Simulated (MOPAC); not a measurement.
MOPAC input (PM3):

```
PM3 FORCE THERMO(298,298) PRECISE LET GEO-OK AUX(PRECISION=9) THREADS=1
C3H6Cl2Si

Cl   -0.54199686 1    0.95169245 1   -1.55592037 1
C    -0.25200463 1    0.08446376 1   -0.04342188 1
Cl   -1.80258775 1    0.01883711 1    0.80218934 1
C     0.82364252 1    0.76165444 1    0.79933085 1
Si    1.85101394 1   -0.83054688 1    0.71720990 1
C     0.31703942 1   -1.30872166 1   -0.29047339 1
H     0.47251664 1    1.06887646 1    1.79357658 1
H     1.25765013 1    1.65129261 1    0.32353596 1
H     2.03636846 1   -1.55413290 1    2.00552411 1
H     3.12890030 1   -0.74339766 1   -0.04246749 1
H    -0.30674208 1   -2.11538427 1    0.11742679 1
H     0.47808180 1   -1.53404201 1   -1.35322557 1
```

From the output:

```
     H   12   0.002094   0.006602   0.030209   0.019963   0.575826   5.383419

          HEAT OF FORMATION =     -15.305657 KCALS/MOLE

          ZERO POINT ENERGY      48.684 KCAL/MOL

           NORMAL COORDINATE ANALYSIS (Total motion = 1 Angstrom)

   Root No.       1         2         3         4         5         6         7         8

                 1 B2      1 A1      1 A2      2 B2      1 B1      2 A1      3 B2      2 A2

                  63.4     227.7     256.0     347.1     354.1     384.4     466.5     539.6

           1   -0.0250   -0.0261    0.0000    0.0438   -0.0000    0.1272   -0.0023   -0.0000
           2    0.0315   -0.1151   -0.0000   -0.0164    0.0000    0.0218    0.0015    0.0000
           3    0.0000   -0.0000    0.0366   -0.0000   -0.0336   -0.0000    0.0000   -0.0001
           4   -0.0259   -0.0314   -0.0000    0.0208    0.0000    0.0181   -0.0024    0.0000
           5   -0.0193    0.0421   -0.0000    0.0155   -0.0000   -0.0243   -0.0018   -0.0000
           6   -0.0000    0.0000    0.0000    0.0000    0.1061   -0.0000   -0.0000   -0.0000
           7    0.0230    0.1178   -0.0000   -0.0032   -0.0000   -0.0571    0.0007    0.0000
           8   -0.0329   -0.0078    0.0000    0.0466    0.0000   -0.1157   -0.0026   -0.0000
           9   -0.0000   -0.0000   -0.0366    0.0000   -0.0337   -0.0000   -0.0000    0.0001
          10   -0.0378   -0.0408    0.0624   -0.0458   -0.0276   -0.0122    0.0072   -0.0023
          11   -0.0282    0.0546    0.0466   -0.0342    0.0370    0.0163    0.0053   -0.0018
          12   -0.0000   -0.0133   -0.0000   -0.0000    0.0749   -0.0435    0.0000    0.0000
          13    0.0484   -0.0573    0.0000   -0.0109   -0.0000   -0.0772   -0.0185   -0.0000
          14    0.0361    0.0769    0.0000   -0.0081    0.0000    0.1034   -0.0138   -0.0000
          15    0.0000    0.0000   -0.0000    0.0000   -0.0289    0.0000   -0.0000    0.0000
          16   -0.0378   -0.0408   -0.0624   -0.0458    0.0276   -0.0122    0.0072    0.0023
          17   -0.0282    0.0546   -0.0466   -0.0342   -0.0370    0.0163    0.0053    0.0018
          18   -0.0000    0.0133   -0.0000   -0.0000    0.0749    0.0435    0.0000    0.0000
          19   -0.0918   -0.0429    0.1073   -0.0876   -0.0516   -0.0251    0.0802    0.0910
          20   -0.0196    0.0558    0.0736   -0.0717    0.0650    0.0302   -0.0038   -0.0179
          21   -0.0453   -0.0151    0.0682   -0.0739    0.0750   -0.0453    0.0606    0.0726
          22   -0.0449   -0.0413    0.1011   -0.0937   -0.0476   -0.0218    0.0192    0.0088
          23   -0.0824    0.0571    0.0819   -0.0635    0.0680    0.0327    0.0779    0.0923
          24    0.0453   -0.0151   -0.0682    0.0739    0.0750   -0.0453   -0.0606   -0.0726
          25    0.0439   -0.0570    0.0000   -0.0143   -0.0000   -0.0764   -0.0242   -0.0000
          26    0.1517    0.0750   -0.0000    0.1050    0.0000    0.0968    0.2730    0.0000
          27    0.0000    0.0000    0.0916    0.0000   -0.0872    0.0000    0.0000   -0.2614
          28    0.1579   -0.0557   -0.0000    0.0966   -0.0000   -0.0712    0.2548    0.0000
          29   -0.0012    0.0760    0.0000   -0.0436    0.0000    0.1007   -0.1010   -0.0000
          30   -0.0000    0.0000   -0.0917   -0.0000   -0.0872    0.0000   -0.0000    0.2614
          31   -0.0918   -0.0429   -0.1073   -0.0876    0.0516   -0.0251    0.0802   -0.0910
          32   -0.0196    0.0558   -0.0736   -0.0717   -0.0650    0.0302   -0.0038    0.0179
          33    0.0453    0.0151    0.0682    0.0739    0.0749    0.0453   -0.0607    0.0726
          34   -0.0450   -0.0413   -0.1011   -0.0937    0.0476   -0.0218    0.0193   -0.0088
          35   -0.0824    0.0571   -0.0819   -0.0635   -0.0680    0.0327    0.0779   -0.0923
          36   -0.0453    0.0151   -0.0682   -0.0739    0.0750    0.0453    0.0607   -0.0726

   Root No.       9        10        11        12        13        14        15        16

                 4 B2      2 B1      3 A1      3 B1      4 A1      3 A2      5 B2      5 A1

                 600.8     613.3     627.1     682.4     750.4     796.4     827.4     859.9

           1   -0.0318   -0.0000   -0.0312   -0.0000   -0.0127   -0.0000   -0.0013   -0.0004
           2   -0.0021   -0.0000    0.0042    0.0000    0.0023    0.0000   -0.0011    0.0000
           3   -0.0000   -0.0064    0.0000   -0.0002    0.0000   -0.0013    0.0000    0.0000
           4    0.1193    0.0000    0.0479    0.0000    0.0597    0.0000    0.0216    0.0059
           5    0.0890   -0.0000   -0.0642   -0.0000   -0.0801    0.0000    0.0161   -0.0079
           6    0.0000    0.0092   -0.0000    0.0192   -0.0000   -0.0000    0.0000   -0.0000
           7   -0.0111   -0.0000    0.0048    0.0000    0.0014    0.0000   -0.0015    0.0001
           8   -0.0299    0.0000    0.0311    0.0000    0.0128   -0.0000   -0.0009    0.0004
           9   -0.0000   -0.0064    0.0000   -0.0002    0.0000    0.0013    0.0000    0.0000
          10    0.0207   -0.0582    0.0598    0.0040   -0.0222   -0.0333   -0.0312   -0.0002
          11    0.0154    0.0780   -0.0801   -0.0054    0.0298   -0.0248   -0.0233    0.0003
          12    0.0000   -0.0538   -0.0178    0.0076   -0.1119    0.0000   -0.0000    0.0024
          13   -0.0080    0.0000   -0.0448   -0.0000    0.0145   -0.0000    0.0178    0.0150
          14   -0.0060   -0.0000    0.0601    0.0000   -0.0194   -0.0000    0.0133   -0.0201
          15   -0.0000    0.0561    0.0000   -0.0463   -0.0000    0.0000    0.0000   -0.0000
          16    0.0207    0.0582    0.0598   -0.0040   -0.0222    0.0333   -0.0312   -0.0002
          17    0.0154   -0.0780   -0.0801    0.0054    0.0297    0.0248   -0.0233    0.0003
          18    0.0000   -0.0538    0.0178    0.0076    0.1119    0.0000   -0.0000   -0.0024
          19   -0.0218   -0.0650    0.0620   -0.0060   -0.0576    0.1065    0.1287   -0.0039
          20   -0.0835    0.0945   -0.0891    0.0090    0.0729   -0.0615   -0.1073    0.0045
          21   -0.1317   -0.0385   -0.0277    0.0096   -0.1040    0.0980    0.0732    0.0037
          22   -0.0863   -0.0721    0.0677   -0.0069   -0.0535   -0.0286   -0.0662   -0.0032
          23    0.0029    0.0892   -0.0848    0.0083    0.0760    0.1196    0.1539    0.0050
          24    0.1317   -0.0385   -0.0277    0.0096   -0.1040   -0.0980   -0.0732    0.0037
          25   -0.0087    0.0000   -0.0435    0.0000    0.0135    0.0000    0.0192   -0.0156
          26    0.0471   -0.0000    0.0490   -0.0000   -0.0250   -0.0000   -0.0664    0.4653
          27    0.0000    0.1077    0.0000    0.4280   -0.0000    0.1426   -0.0000    0.0000
          28    0.0426    0.0000   -0.0345    0.0000    0.0201   -0.0000   -0.0581   -0.4415
          29   -0.0218   -0.0000    0.0557   -0.0000   -0.0201    0.0000    0.0373    0.1475
          30   -0.0000    0.1077    0.0000    0.4280   -0.0000   -0.1426    0.0000    0.0000
          31   -0.0218    0.0650    0.0620    0.0060   -0.0576   -0.1065    0.1287   -0.0039
          32   -0.0835   -0.0945   -0.0891   -0.0090    0.0729    0.0615   -0.1073    0.0045
          33    0.1317   -0.0386    0.0277    0.0096    0.1040    0.0980   -0.0732   -0.0037
          34   -0.0863    0.0721    0.0677    0.0069   -0.0535    0.0286   -0.0662   -0.0032
          35    0.0029   -0.0892   -0.0848   -0.0083    0.0760   -0.1196    0.1539    0.0050
          36   -0.1317   -0.0386    0.0277    0.0095    0.1040   -0.0980    0.0732   -0.0037

   Root No.      17        18        19        20        21        22        23        24

                 4 A2      6 A1      6 B2      4 B1      5 B1      7 A1      6 B1      8 A1

                 998.1    1043.9    1102.2    1132.6    1201.3    1207.7    1386.6    1399.3

           1   -0.0000    0.0025   -0.0030    0.0000   -0.0000    0.0014   -0.0000    0.0000
           2   -0.0000   -0.0001   -0.0009   -0.0000    0.0000   -0.0004   -0.0000   -0.0001
           3    0.0004    0.0000   -0.0000    0.0002   -0.0013    0.0000   -0.0002    0.0000
           4   -0.0000   -0.0513    0.0592    0.0000    0.0000   -0.0495    0.0000   -0.0077
           5   -0.0000    0.0688    0.0442   -0.0000   -0.0000    0.0664   -0.0000    0.0103
           6   -0.0000    0.0000    0.0000    0.0138    0.1846    0.0000    0.0040    0.0000
           7   -0.0000   -0.0006   -0.0017   -0.0000    0.0000   -0.0000   -0.0000    0.0001
           8    0.0000   -0.0024   -0.0027   -0.0000    0.0000   -0.0014    0.0000   -0.0001
           9   -0.0004    0.0000    0.0000    0.0002   -0.0013    0.0000   -0.0002    0.0000
          10    0.0228   -0.0006   -0.0287    0.0317    0.0199    0.0381    0.0034    0.0049
          11    0.0170    0.0008   -0.0214   -0.0425   -0.0267   -0.0511   -0.0045   -0.0066
          12    0.0000   -0.0502   -0.0000   -0.0130   -0.0755   -0.0257   -0.0310   -0.0363
          13    0.0000    0.0052    0.0000    0.0000   -0.0000    0.0023    0.0000   -0.0004
          14    0.0000   -0.0069    0.0000   -0.0000   -0.0000   -0.0031    0.0000    0.0006
          15    0.0000   -0.0000    0.0000    0.0065    0.0035   -0.0000   -0.0007   -0.0000
          16   -0.0228   -0.0006   -0.0287   -0.0317   -0.0199    0.0381   -0.0034    0.0049
          17   -0.0170    0.0008   -0.0214    0.0425    0.0267   -0.0511    0.0045   -0.0066
          18    0.0000    0.0502   -0.0000   -0.0130   -0.0755    0.0257   -0.0310    0.0363
          19    0.0775    0.1086   -0.0582   -0.1455    0.0678   -0.1376    0.1098    0.1071
          20   -0.1797   -0.1414    0.1541    0.1538   -0.0979    0.1213    0.0845    0.0880
          21   -0.1278   -0.0740    0.1318   -0.0074   -0.0894   -0.0435    0.1840    0.1790
          22   -0.1501    0.1046    0.1312   -0.1060    0.0746   -0.0770   -0.1123   -0.1148
          23    0.1255   -0.1444   -0.0997    0.1833   -0.0929    0.1665   -0.0812   -0.0776
          24    0.1278   -0.0740   -0.1318   -0.0074   -0.0894   -0.0435    0.1840    0.1790
          25    0.0000    0.0039   -0.0004   -0.0000   -0.0000    0.0073   -0.0000   -0.0026
          26    0.0000    0.0134   -0.0021    0.0000    0.0000    0.0060    0.0000    0.0016
          27    0.0037   -0.0000    0.0000   -0.0113   -0.0243   -0.0000   -0.0053   -0.0000
          28    0.0000   -0.0140   -0.0021   -0.0000   -0.0000   -0.0079   -0.0000   -0.0008
          29    0.0000    0.0000    0.0002    0.0000    0.0000   -0.0053    0.0000    0.0030
          30   -0.0037   -0.0000    0.0000   -0.0113   -0.0243   -0.0000   -0.0053   -0.0000
          31   -0.0775    0.1086   -0.0582    0.1455   -0.0678   -0.1376   -0.1098    0.1071
          32    0.1797   -0.1414    0.1541   -0.1538    0.0979    0.1213   -0.0845    0.0880
          33   -0.1278    0.0740   -0.1318   -0.0074   -0.0894    0.0435    0.1840   -0.1790
          34    0.1501    0.1046    0.1312    0.1060   -0.0746   -0.0770    0.1123   -0.1148
          35   -0.1255   -0.1444   -0.0997   -0.1833    0.0929    0.1665    0.0812   -0.0775
          36    0.1278    0.0740    0.1318   -0.0074   -0.0894    0.0435    0.1840   -0.1790

   Root No.      25        26        27        28        29        30

                 7 B2      9 A1      5 A2      8 B2      7 B1     10 A1

                1897.5    1909.1    3058.8    3059.5    3129.9    3131.7

           1    0.0000   -0.0000    0.0000    0.0001    0.0000   -0.0000
           2   -0.0000    0.0000    0.0000   -0.0001    0.0000   -0.0000
           3   -0.0000    0.0000   -0.0001    0.0000   -0.0000   -0.0000
           4   -0.0001    0.0008    0.0000   -0.0002   -0.0000    0.0002
           5   -0.0001   -0.0011    0.0000   -0.0002    0.0000   -0.0002
           6    0.0000   -0.0000    0.0000    0.0000   -0.0008   -0.0000
           7   -0.0000   -0.0000    0.0000   -0.0000    0.0000    0.0000
```
